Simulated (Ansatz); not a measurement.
The same path of AlBrFH$_{3}$ (6 atoms, charge 0, multiplicity 1) was run 3 times with different band settings. Lost on the way: Br5–H6. Made: F2–H6.

The calculation used Ansatz, RKS r2SCANh-D4/def2-SVP.

Relaxed end points:

```xyz
6
Properties=species:S:1:pos:R:3
Al 0.005 0.031 0.016
F 0.007 0.338 1.682
H 1.403 0.146 -0.708
H -1.406 0.064 -0.690
Br 0.089 -2.614 0.948
H 0.067 -1.721 2.072
```

```xyz
6
Properties=species:S:1:pos:R:3
Al 0.013 -0.393 -0.106
F 0.019 -0.024 1.870
H 1.404 0.165 -0.584
H -1.409 0.092 -0.574
Br 0.091 -2.632 0.625
H 0.048 -0.965 2.087
```

Common settings: spring 5.0 eV/Å²; optimiser quadratic models (default); start path through a guess of the saddle point; force threshold 0.05 eV/Å; iteration limit 60; end points relaxed.

| run | movable images | climbing image |
| --- | --- | --- |
| 1 | 7 | yes |
| 2 | 2 | no |
| 3 | 3 | yes |

**Question.** What does each run give, and how far can it be trusted?

**Answer.** Run 1: converged after 8 iterations, highest image 0.055 eV above the first end. A vibrational analysis at the climbing image gives one clearly imaginary mode, 339i cm⁻¹: a first-order saddle point.
Run 2: converged after 6 iterations, highest image 0.029 eV above the first end. No image climbed, so the highest image needn't sit at the top of the path. So few images can step over the top or miss a turn of the path.
Run 3: converged after 6 iterations, highest image 0.055 eV above the first end. Another band between the same ends (7 images) ends at a top of the same energy, where a vibrational analysis finds 1 clearly imaginary mode. So few images can step over the top or miss a turn of the path.
The orbitals stay closed-shell, which can raise the energy where a bond breaks towards radicals; this wasn't checked here.
